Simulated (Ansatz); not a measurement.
Program: Ansatz 0.2.0.

A structure relaxed at PBE0-D4/def2-TZVP, charge 0, multiplicity 1:

Cartesian coordinates in Å:
```
O 1.449 0.085 -1.020
C 0.825 0.355 0.217
Sn -1.108 -0.591 0.178
Cl -2.619 1.074 -0.477
H 2.263 0.594 -1.076
H 1.397 -0.037 1.067
H 0.653 1.426 0.378
H -1.221 -1.822 -0.990
H -1.639 -1.085 1.723
```

(1) Give its formula and SMILES.

(2) Summarise the bond lengths by kind.

Answers

(1) CH5ClOSn, `O[CH2][SnH2][Cl]`.

(2) 1 × C–O 1.412 Å; 1 × H–O 0.961 Å; 1 × C–Sn 2.153 Å; 2 × C–H 1.096 to 1.097 Å; 1 × Cl–Sn 2.342 Å; 2 × H–Sn 1.700 to 1.707 Å.
